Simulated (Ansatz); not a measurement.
```yaml
crystal:
  periodic: [true, true, true]
  atoms:
    - {symbol: C, position_ang: [-2.384142, 1.361031, 0.672077]}
    - {symbol: Al, position_ang: [-0.749533, 0.423835, 1.173518]}
    - {symbol: Si, position_ang: [1.233174, 0.375988, -0.294284]}
    - {symbol: F, position_ang: [1.022830, 1.340325, -1.581673]}
    - {symbol: Si, position_ang: [1.746611, -1.787495, -1.053592]}
    - {symbol: H, position_ang: [-3.172770, 0.632596, 0.448903]}
    - {symbol: H, position_ang: [-2.261953, 1.997963, -0.206186]}
    - {symbol: H, position_ang: [-2.755834, 1.975934, 1.497788]}
    - {symbol: H, position_ang: [-0.664253, -0.397344, 2.535715]}
    - {symbol: H, position_ang: [2.456414, 0.870234, 0.411220]}
    - {symbol: H, position_ang: [0.582200, -2.390524, -1.759576]}
    - {symbol: H, position_ang: [2.048427, -2.626937, 0.140086]}
    - {symbol: H, position_ang: [2.919129, -1.810508, -1.969396]}
basis:
  gaussian: {orbitals: pcseg-2, final_grid: {core_spheres: 20, valence_spheres: 16, degree: 47}}
hamiltonian: {xc: {name: revPBE0}, dispersion: d4, pseudopotentials: {relativity: scalar}}
accuracy: high
output: {forces: true}
```

```sh
$ ansatz run in.yaml --threads 4 --pin off --events-out ev --progress --plain --max-ram 10444MiB
```

Output, abridged:

```
Error: YAML parse error: error: line 2 column 3: crystal: missing field `lattice` (a structure is typed as `lattice` and `atoms`, a molecule's as `atoms` in Å alone, or read from a run's directory, `checkpoint`)
 --> <input>:2:3
1 | crystal:
2 |   periodic: [true, true, true]
3 |   atoms:
4 |     - {symbol: C, position_ang: [-2.384142, 1.361031, 0.672077]}
```

(1) What is wrong with this run?

Answers

(1) The molecule is marked periodic without a cell. The program refused the input.
